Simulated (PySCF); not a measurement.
# Working out the ionisation energy of Fe(2+)

Fe(2+) [Ar] 3d6 (5D) → Fe(3+) [Ar] 3d5 (6S). Calculation: PySCF 2.14, in aug-cc-pVDZ-DK (7s6p4d2f, 59 functions); scalar relativity by spin-free X2C-1e. Frozen: [Ar]. Energies in hartree (1 hartree = 27.21139 eV):

```
             part  Fe(2+) (lower)  Fe(3+) (upper)
              UHF    -1270.545053    -1269.498936
MP2 opposite-spin       -0.041077        0.000000
    MP2 same-spin       -0.058820       -0.048860
```

What does Hartree-Fock give?

(-1269.498936) − (-1270.545053) = 1.046117 hartree = 28.466 eV.

What do MP2 and SCS-MP2 (6/5 opposite-spin, 1/3 same-spin) give?

The opposite-spin parts differ by 1.118 eV and the same-spin parts by 0.271 eV. MP2: 28.466 + (1.118) + (0.271) = 29.855 eV. SCS-MP2: 28.466 + 1.2 × (1.118) + (0.271)/3 = 29.898 eV.

Reference: 30.651 ± 0.012 eV (measured; NIST Atomic Spectra Database, ionization energies), between the lowest levels; spin-orbit coupling is absent from the calculation.

A double-zeta basis recovers only part of the correlation energy.

What remains against the reference includes basis incompleteness, the frozen core and correlation beyond second order.
